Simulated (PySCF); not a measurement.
How methods differ on the ionisation energy of Sn²⁺

Sn²⁺ [Kr] 4d10 5s2 (1S) → Sn³⁺ [Kr] 4d10 5s1 (2S), as a difference of total energies. All numbers are calculated (PySCF 2.14, the spin-free X2C one-electron Hamiltonian (Gaussian nucleus), in x2c-SVPall). Correlated levels: valence: [Kr] 4d10 frozen. The calculations carry no spin-orbit coupling.

| method | ionisation energy (eV) |
| --- | --- |
| UHF | 28.651 |
| M06-2X | 30.426 |
| PBE0 | 30.468 |
| MP2 (valence) | 29.243 |
| SCS-MP2 (valence) | 29.361 |
| CCSD (valence) | 29.541 |

Errors of the correlated levels include the incompleteness of this basis and the frozen core.

With two correlated electrons CCSD is exact in that space.

Which method comes closest to the reference value, and which is furthest?

The reference is 30.506 eV (measured; NIST Atomic Spectra Database, ionization energies). Closest: PBE0 (error -0.038 eV); furthest: UHF (error -1.855 eV).
